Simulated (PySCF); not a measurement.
InF: energy against distance

Set-up: basis In cc-pVTZ-PP with ECP28, F cc-pVTZ; scalar-relativistic core potentials; PySCF 2.14. Energies in eV from In + F in their ground configurations at the same level. State: ¹Σ⁺ (singlet), closed shell.

All columns are PBE0. A positive dipole means In(−)F(+).

| R (Å) | E (eV) | μ (D) | Mulliken charge on In (basis-dependent) | HOMO (eV) | LUMO (eV) | Mayer bond order | ⟨S²⟩ |
| --- | --- | --- | --- | --- | --- | --- | --- |
| 1.729 | -4.327 | -1.31 | 0.38 | -6.96 | -1.23 | 1.05 | 0.00 |
| 1.809 | -4.929 | -1.86 | 0.41 | -7.15 | -1.33 | 1.01 | 0.00 |
| 1.889 | -5.247 | -2.40 | 0.44 | -7.32 | -1.43 | 0.97 | 0.00 |
| 1.950 | -5.354 | -2.80 | 0.46 | -7.42 | -1.50 | 0.94 | 0.00 |
| 2.010 | -5.379 | -3.19 | 0.48 | -7.52 | -1.58 | 0.92 | 0.00 |
| 2.070 | -5.344 | -3.58 | 0.49 | -7.59 | -1.66 | 0.89 | 0.00 |
| 2.151 | -5.230 | -4.10 | 0.52 | -7.65 | -1.76 | 0.86 | 0.00 |
| 2.251 | -5.016 | -4.73 | 0.54 | -7.65 | -1.88 | 0.82 | 0.00 |
| 2.372 | -4.703 | -5.46 | 0.56 | -7.56 | -2.03 | 0.79 | 0.00 |
| 2.533 | -4.248 | -6.39 | 0.59 | -7.26 | -2.22 | 0.75 | 0.00 |

A fit through these points gives, at Re = 2.002 Å, μ = -3.14 D and dμ/dR = -6.54 D/Å; the reduced mass is 16.3 u.

Problem. How strong is the fundamental in the double-harmonic approximation, I = 42.26·(dμ/dR)²/μred km/mol?

Solution. I = 42.26·(-6.54)²/16.3 = 111 km/mol at PBE0.

These are scalar-relativistic numbers at best; spin–orbit coupling would shift them, the dissociation energy most.
